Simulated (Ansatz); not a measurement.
`C[CH](O)[InH2]` + NH₃ → `N[CH](O)[InH2]` + CH₄ at 500 K and 1 bar (substitution at a C–C bond).

Program: Ansatz. Geometries: PBE0-D4/def2-TZVP. ΔE: electronic, gas phase. CBS: MP2 limit from def2 TZ/QZ plus the TZ coupled-cluster correction, frozen cores. This one scheme is used for every species. def2 core potentials past Kr. For In outer-core shells are correlated without core-valence functions, which leaves a few kJ/mol of doubt a bond. One conformer a species, not always the lowest.

```
         species  CCSD(T)/CBS energy (Eh)  H − E (kJ/mol)  S (J/(mol·K))
`C[CH](O)[InH2]`               -345.25438           257.6          418.9
             NH₃                -56.50880           108.2          211.8
`N[CH](O)[InH2]`               -361.29916           229.1          411.4
             CH₄                -40.46206           135.6          206.8
```

H − E and S are ideal-gas, rigid-rotor, harmonic terms from PBE0-D4/def2-TZVP, for one conformer and one mirror image of each species. 1 Eh = 2625.50 kJ/mol, R = 8.31446 J/(mol·K).

**Question.** By hand: ΔE, ΔH, ΔS and ΔG.

**Answer.** ΔE = (-361.29916) + (-40.46206) − (-345.25438) − (-56.50880) = 0.00196 Eh = 5.1 kJ/mol. Δ(H − E) = 229.1 + 135.6 − 257.6 − 108.2 = -1.1, so ΔH = 4.0 kJ/mol. ΔS = 411.4 + 206.8 − 418.9 − 211.8 = -12.5 J/(mol·K). ΔG = 4.0 − 500 × (-12.5)/1000 = 10.2 kJ/mol.

**Question.** By hand: the equilibrium constant, and the temperature at which ΔG would vanish if ΔH and ΔS stayed fixed.

**Answer.** log₁₀ K = −ΔG/(RT ln 10) = -1.1. ΔH and −TΔS have one sign here, so there is no such temperature. One of them is within its doubt of zero, so this could turn.

TΔS isn't small against ΔH here. A doubt of 5 kJ/mol in ΔE shifts log₁₀ K by 0.5 here. Other conformers and mirror images would add mixing entropy, several J/(mol·K) or more a flexible species. These are equilibria of isolated gas molecules and say nothing of rates. Largest T1 diagnostic: 0.013 (customary marks: 0.02 for closed shells, 0.045 for open ones).
